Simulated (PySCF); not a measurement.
**Löwdin shares of the frontier orbitals**

Compound: 2-cyanobenzaldehyde, C8H5NO.
Bonds: N1–C2 (triple), C2–C3, C3–C4 (aromatic), C4–C5 (aromatic), C5–C6 (aromatic), C6–C7 (aromatic), C7–C8 (aromatic), C8–C9, C9–O10 (double), C3–C8 (aromatic). Hydrogens: H11 on C4; H12 on C5; H13 on C6; H14 on C7; H15 on C9.

Computed, not measured: TDDFT CAM-B3LYP/def2-SVPD, vertical, gas phase, core orbitals frozen in the response in PySCF 2.14.0, density-fitted response routines. Geometry: GFN2-xTB, one conformer, isolated molecule. Torsions of this conformer, `[N:1]#[C:2][c:3]1[cH:4][cH:5][cH:6][cH:7][c:8]1[CH:9]=[O:10]`: C7–C8–C9–O10 0°.

Kohn–Sham orbitals with the atoms that hold most of them (Löwdin shares over 4%, at most four atoms; ? is withheld):

| orbital | ε (eV) | atoms |
| --- | --- | --- |
| LUMO+2 | 1.04 | C5 18%, C4 13%, C6 13%, H12 11% |
| LUMO+1 | -0.73 | C4 18%, C7 17%, C6 15%, C3 11% |
| LUMO | -1.64 | ? |
| HOMO | -9.49 | O10 60%, C9 15%, C8 8%, H15 8% |
| HOMO-1 | -9.49 | C6 20%, C3 18%, N1 14%, C2 9% |
| HOMO-2 | -9.66 | C4 19%, C8 19%, C7 18%, C5 18% |
| HOMO-3 | -11.67 | N1 42%, C2 33%, C3 6% |

(1) Which atoms hold the LUMO, and with what shares?

## Answers

(1) O10 (bonded to C) 16%; C9 (bonded to C, O and H) 16%; C8 (bonded to 3 C) 14%; C5 (bonded to 2 C and H) 12%. By element: carbon 41% or more, oxygen 16%.

Within 0.005 eV of a neighbour in this list lie HOMO-1/HOMO (point group found: Cs); within a degenerate set the shares of single atoms can hang on how the components are chosen.

Q: How does S1 compare with the orbital gap of 7.85 eV?

A: S1 is at 3.68 eV (f = 0.0001), 4.17 eV below the gap, made of HOMO→LUMO (84%), HOMO→LUMO+3 (9%). Without the coupling terms of the response equations the lowest excitation would equal the gap.

Next come S2 at 4.84 eV (f 0.036), HOMO-1→LUMO (48%), HOMO-2→LUMO (27%), HOMO-2→LUMO+1 (12%); S3 at 5.26 eV (f 0.169), HOMO-2→LUMO (52%), HOMO-1→LUMO (33%), HOMO-1→LUMO+1 (8%); S4 at 5.88 eV (f 0.0000), HOMO→LUMO+1 (79%); S5 at 6.16 eV (f 0.527), HOMO-1→LUMO+1 (42%), HOMO-2→LUMO+1 (28%), HOMO-2→LUMO (14%).

Löwdin shares depend on the basis, the more so with diffuse functions.
